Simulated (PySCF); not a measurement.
3-chloro-1H-silole (C4H5ClSi), SMILES ClC1=C[SiH2]C=C1. The structure is a stationary point at r2SCAN-D4/def2-SVP.

All values below come from r2SCAN-D4/def2-SVP in PySCF.

Harmonic wavenumbers (cm⁻¹): 148, 267, 296, 386, 506, 529, 578, 662, 696, 734, 743, 773, 804, 884, 932, 985, 1008, 1092, 1188, 1326, 1557, 1608, 2218, 2220, 3174, 3215, 3234. Rotational constants (GHz): 6.139, 1.444, 1.185; symmetry number 1.

### Question
Work out the zero-point energy and the ideal-gas rigid-rotor harmonic-oscillator thermochemistry at 298.15 K and 1 atm.

### Answer
ZPE = ½ Σ hcν = ½ × 31763 cm⁻¹ = 45.41 kcal/mol. H − E(el) = 49.85 kcal/mol. Entropy in cal/(mol K): translation 40.18, rotation 27.82, vibration 10.73, total 78.72. G − E(el) = 26.38 kcal/mol. Cp = 25.37 cal/(mol K). Modes under 150 cm⁻¹ make the vibrational entropy uncertain.
